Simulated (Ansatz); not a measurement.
Clusters of 3 atoms, II-VI: PBE-D4/def2-TZVPD single points in Ansatz on relaxed structures, gas phase. Each cluster is the lowest isomer that a short search found in that spin, judged at the geometry's level, and lower ones may exist. Core potentials for Ba, Sr, Te, no spin–orbit coupling. HOMO and LUMO are taken over both spins. Singlets are spin-restricted. The spins of the ions were chosen, not always searched. A dash marks a value that wasn't run or was left out as unsound. The structures are stationary points that may keep the symmetry of their start. Remarks come from the PBE and PBE0 runs and from stability tests at other levels; not every state was tested. A HOMO above zero means that the electron is unbound at that level and held by the basis, or that self-interaction error raises the level; the energy of removing that electron tells which. HOMO above LUMO (over both spins in singlets and doublets, within one spin in higher multiplets; at PBE or PBE0), or a gap under 0.15 eV within one spin, warns that the state may not be the lowest or that an electron is smeared out.

```json
{"species": "BeTe2⁻", "atoms": "3", "state": "doublet; oxidised ion triplet", "geometry": "PBE-D4/def2-TZVPD", "HOMO (eV)": "-0.76", "LUMO (eV)": "-0.73", "gap (eV)": "0.03", "vertical IE (eV)": "3.06", "lowest of the spins relaxed": "doublet, of doublet/quartet", "point group (within 0.1 Å)": "D∞h", "remarks": "near-degenerate levels, HOMO above LUMO, gap within one spin near zero, HOMO above zero (quartet)"}
{"species": "ZnTe2", "atoms": "3", "state": "singlet", "geometry": "B3LYP-D4/def2-TZVP", "HOMO (eV)": "-4.71", "LUMO (eV)": "-4.39", "gap (eV)": "0.32", "vertical IE (eV)": "–", "lowest of the spins relaxed": "–", "point group (within 0.1 Å)": "C2v", "remarks": "triplet lower at PBE0, triplet lowest at PBE0"}
{"species": "SrS2", "atoms": "3", "state": "singlet", "geometry": "PBE0-D4/def2-TZVP", "HOMO (eV)": "-3.44", "LUMO (eV)": "-2.70", "gap (eV)": "0.74", "vertical IE (eV)": "–", "lowest of the spins relaxed": "–", "point group (within 0.1 Å)": "C2v", "remarks": "–"}
{"species": "ZnO2⁻", "atoms": "3", "state": "doublet; oxidised ion triplet", "geometry": "PBE0-D4/def2-TZVPD", "HOMO (eV)": "0.01", "LUMO (eV)": "–", "gap (eV)": "–", "vertical IE (eV)": "3.27", "lowest of the spins relaxed": "doublet, of doublet/quartet", "point group (within 0.1 Å)": "D∞h", "remarks": "HOMO above zero at PBE or PBE0, HOMO above zero (quartet)"}
{"species": "BaO2⁻", "atoms": "3", "state": "doublet; oxidised ion triplet", "geometry": "r2SCAN-D4/def2-TZVPD", "HOMO (eV)": "0.73", "LUMO (eV)": "–", "gap (eV)": "–", "vertical IE (eV)": "2.24", "lowest of the spins relaxed": "doublet, of doublet/quartet", "point group (within 0.1 Å)": "C2v", "remarks": "HOMO above zero at PBE or PBE0, HOMO above zero (quartet)"}
```

Task: Estimate the rows for CaO2⁻ (doublet; oxidised ion triplet, PBE0-D4/def2-TZVPD geometry); MgTe2 (singlet, PBE-D4/def2-TZVP geometry).

Result: 
```csv
species,atoms,state,geometry,HOMO (eV),LUMO (eV),gap (eV),vertical IE (eV),lowest of the spins relaxed,point group (within 0.1 Å),remarks
CaO2⁻,3,doublet; oxidised ion triplet,PBE0-D4/def2-TZVPD,0.28,–,–,2.59,"doublet, of doublet/quartet",D∞h,"HOMO above zero at PBE or PBE0, HOMO above zero (quartet)"
MgTe2,3,singlet,PBE-D4/def2-TZVP,-4.33,-4.01,0.32,–,–,C2v,spin states tie at PBE0
```

The gap (eV) runs from 0.03 (BeTe2⁻) to 0.74 (SrS2). The vertical IE (eV) runs from 2.24 (BaO2⁻) to 3.27 (ZnO2⁻).
